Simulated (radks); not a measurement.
Spherical quantum dot in the effective-mass picture: electrons in a hard-walled sphere of radius 6.78, with a point charge +2 (a donor) at the centre, all in effective atomic units (hartree* = m*/eps^2 hartree, bohr* = eps/m* bohr), one dielectric constant everywhere. Calculated with a radial shooting solver with Libxc functionals: non-relativistic Kohn-Sham, PBE, spin-polarised, spherical densities. Levels are named by radial order and angular momentum (1s, 1p, 1d, 2s, ...), and open shells are averaged over m.

N = 19, configuration 1s2 1p6 1d(up 5, down 4) 2s2. This is the lowest configuration that the search found. Occupied and some empty levels:

| level | occupation | eigenvalue (hartree*) | <r> (bohr*) |
|---|---|---|---|
| 1s up | 1 | 2.9678 | 1.061 |
| 1s down | 1 | 2.9678 | 1.054 |
| 2s up | 1 | 3.1549 | 4.762 |
| 2s down | 1 | 3.1618 | 4.764 |
| 1p up | 3 | 3.1933 | 4.899 |
| 1p down | 3 | 3.2004 | 4.894 |
| 1d up | 5 | 3.2844 | 5.013 |
| 1d down | 4 | 3.2917 | 5.010 |
| 1f up | 0 | 3.4117 | 5.112 |
| 1f down | 0 | 3.4191 | 5.110 |
| 1g up | 0 | 3.5728 | 5.200 |
| 1g down | 0 | 3.5803 | 5.199 |
| 2p up | 0 | 3.7466 | 3.391 |
| 2p down | 0 | 3.7499 | 3.382 |

Energy (hartree*): total 26.3719, kinetic 9.2062, external -13.846, Hartree 36.156, exchange-correlation -5.1441.

Electron density:

| r (bohr*) | n(r) (e/bohr*^3) |
|---|---|
| 0.528 | 0.4865 |
| 1.03 | 0.08707 |
| 1.54 | 0.01888 |
| 2.05 | 0.005997 |
| 2.55 | 0.004783 |
| 3.06 | 0.007261 |
| 3.57 | 0.01200 |
| 4.07 | 0.01819 |
| 4.58 | 0.02387 |
| 5.08 | 0.02548 |
| 5.59 | 0.01973 |
| 6.10 | 0.008400 |
| 6.60 | 0.0005973 |
